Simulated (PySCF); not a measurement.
PySCF input for ZnHF, SMILES [F][ZnH], IEF-PCM-ωB97X/def2-TZVPD. Geometry optimised at PBE0-D3(BJ)/def2-TZVP.

```python
import numpy as np
from pyscf import gto, scf, dft
from pyscf.solvent import pcm

mol = gto.M(
    atom='''
    Zn    0.00000000    0.00000000   -0.35599391
    H     0.00000000    0.00000000   -1.86288638
    F     0.00000000    0.00000000    1.39363376
    ''',
    basis='def2-TZVPD',
    charge=0,
    spin=0,
    max_memory=1600,
    verbose=3,
)
mf = dft.RKS(mol, xc='wb97x').density_fit(auxbasis='def2-universal-jkfit')
mf.grids.level = 3
mf.conv_tol = 1e-9
mf.max_cycle = 100
mf.kernel()
res = {}
for name, eps in {'water': 78.355, 'methanol': 32.613, 'ethylethanoate': 5.9867}.items():
    s = mf.PCM()
    s.with_solvent.method, s.with_solvent.eps, s.with_solvent.lebedev_order = 'IEF-PCM', eps, 29
    s.kernel(mf.make_rdm1())
    res[name] = (s.e_tot, eps, s.dip_moment(), s.mo_energy, s.converged)
    print(f'{name}: electrostatic solvation free energy {(s.e_tot - mf.e_tot) * 627.509474:.3f} kcal/mol')
```

Log of the run:

```
converged SCF energy = -1879.92889471711

WARN: PCM is an experimental feature. It is still in testing.
Features and APIs may be changed in the future.

converged SCF energy = -1879.95578899708
Dipole moment(X, Y, Z, Debye): -0.00000,  0.00000, -2.26009
water: electrostatic solvation free energy -16.876 kcal/mol

WARN: PCM is an experimental feature. It is still in testing.
Features and APIs may be changed in the future.

converged SCF energy = -1879.95499427347
Dipole moment(X, Y, Z, Debye): -0.00000, -0.00000, -2.26135
methanol: electrostatic solvation free energy -16.378 kcal/mol

WARN: PCM is an experimental feature. It is still in testing.
Features and APIs may be changed in the future.

converged SCF energy = -1879.94951178228
Dipole moment(X, Y, Z, Debye):  0.00000,  0.00000, -2.26176
ethylethanoate: electrostatic solvation free energy -12.937 kcal/mol
```

The calculation finished and met its thresholds.
